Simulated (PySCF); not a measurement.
HfO, SMILES [Hf]=[O], multiplicity 1.

Coordinates come from a PBE0-D3(BJ)/def2-TZVPD optimisation. The spin state was assumed, not searched. The def2 effective core potentials stand for the cores of Hf; spin–orbit coupling is left out.

Level of theory: PBE0-D3(BJ)/def2-TZVPD (PySCF 2.14.0).

Frequencies are harmonic and unscaled.

Computed harmonic wavenumbers and intensities:
```csv
mode,ν (cm⁻¹),IR (km/mol),moving atoms (share of kinetic energy)
1,997,138.7,"O 92 %, Hf 8 %"
```
